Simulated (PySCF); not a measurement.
# Peak assignment

Cartesian coordinates in Å; atom numbers follow the order of the lines, from 1:
```xyz
13

C     2.790   -0.860    0.012
C     1.615   -0.631   -0.007
N     0.302   -0.368   -0.026
C    -0.696   -1.284   -0.143
C    -1.899   -0.626   -0.122
C    -1.630    0.746    0.014
C    -0.257    0.889    0.072
C     0.512    2.049    0.204
N     1.130    3.010    0.314
H     3.818   -1.060    0.026
H    -0.476   -2.330   -0.231
H    -2.868   -1.077   -0.195
H    -2.345    1.543    0.065
```

All values are calculated (PySCF 2.14): σ from GIAO-PBE0/pcSseg-1, geometry: GFN2-xTB. One computed conformer, non-relativistic, gas phase.

Shifts are taken against calculated references (same method and geometry level): ¹³C (σ = 186.93 ppm) and ¹H (σ = 31.72 ppm) vs TMS.

Question: Assign these signals to the numbered atoms. ¹³C{¹H} NMR (computed): δ 133.4 (CH), 130.0 (CH), 117.6 (CH), 116.9 (C), 114.1 (C), 76.9 (C), 68.4 (CH).

Answer: 
```tsv
δ (ppm)	atoms	environment	reason
133.4	C4	aromatic CH next to a ring nitrogen	–
130.0	C6	aromatic CH	the aromatic region
117.6	C5	aromatic CH	–
116.9	C8	nitrile carbon	typical of a nitrile
114.1	C7	substituted aromatic carbon next to a ring nitrogen	–
76.9	C2	alkyne carbon	sp carbons lie upfield of alkene carbons because the cylindrical π system leaves one tensor component strongly shielded
68.4	C1	terminal alkyne carbon	the triple bond shields along its axis, which puts it between sp3 and sp2 carbons
```

C5 and C8 lie closer than the usual error of such a calculation, so a measured spectrum could show them in the other order.

Question: Assign these signals to the numbered atoms. ¹H NMR (600 MHz, computed): δ 7.08 (m, 1H), 7.05 (m, 1H), 6.47 (m, 1H), 2.64 (s, 1H).

Answer: 
| δ (ppm) | atoms | environment | reason |
| --- | --- | --- | --- |
| 7.08 | H13 | hydrogen on an aromatic CH | it sits in the deshielding region of the aromatic ring current |
| 7.05 | H11 | hydrogen on an aromatic CH next to a ring nitrogen | ring-current deshielding |
| 6.47 | H12 | hydrogen on an aromatic CH | it sits in the deshielding region of the aromatic ring current |
| 2.64 | H10 | hydrogen on a terminal alkyne carbon | it lies on the axis of the triple bond, in its shielding cone |

H13 and H11 lie closer than the usual error of such a calculation, so a measured spectrum could show them in the other order.

Shifts are as computed. Against solution values, carbons near 30 ppm lie about +3 ppm off and those near 130 ppm about +5 ppm. Of 1211 compounds with measured shifts, 218 miss one by over three times the rms of a fit or turn the order of signals round; such compounds aren't used in these exercises. Multiplicities follow the n + 1 count of equivalent neighbours, as no J values were calculated; m marks all less simple cases, F and P coupling included.
